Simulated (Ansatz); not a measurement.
Consider the cleavage of the Si–Si bond: `CO[SiH](O)[SiH](O)O` + HBr → `CO[SiH](O)Br` + `O[SiH2]O`.

Calculated with Ansatz (gas phase, PBE0-D4/def2-TZVP geometries, no zero-point term in ΔE). CBS: MP2 limit from def2 TZ/QZ plus the TZ coupled-cluster correction, frozen cores. DFT in def2-TZVPP. B3LYP here is the variant with VWN-RPA as its local correlation; programs differ in this. For Br outer-core shells are correlated without core-valence functions, which leaves a few kJ/mol of doubt a bond. Scalar relativity is left out up to krypton. One conformer a species, not always the lowest.

```tsv
level	ΔE (eV)
r2SCAN-D4	-1.43
B3LYP-D4	-1.37
B2PLYP	-1.47
r2SCAN	-1.45
HF/def2-TZVPP	-1.60
CCSD/def2-TZVPP	-1.43
HF/CBS(def2)	-1.61
MP2/CBS(def2)	-1.59
```

**Question.** What does CCSD(T)/CBS give? (Estimate.)

**Answer.** Ansatz gave: -1.46 eV. The listed levels differ from it by 0.03, 0.09, -0.01, 0.01, -0.14, 0.03, -0.15, -0.13 eV.

Largest T1 diagnostic among the species: 0.012.

The D4 term adds +0.05 eV with B3LYP and +0.03 eV with PBE0; it sums over pairs of atoms, weighted by their polarisabilities, and B3LYP, whose exchange is more repulsive, gets the larger term. From PBE to PBE0 (25 % exact exchange), in def2-TZVPP and without D4, ΔE moves by −0.08 eV. In def2-TZVPP, CCSD(T) changes the Hartree–Fock value by +0.19 eV (the triples alone add +0.01 eV) and MP2 by +0.06 eV.
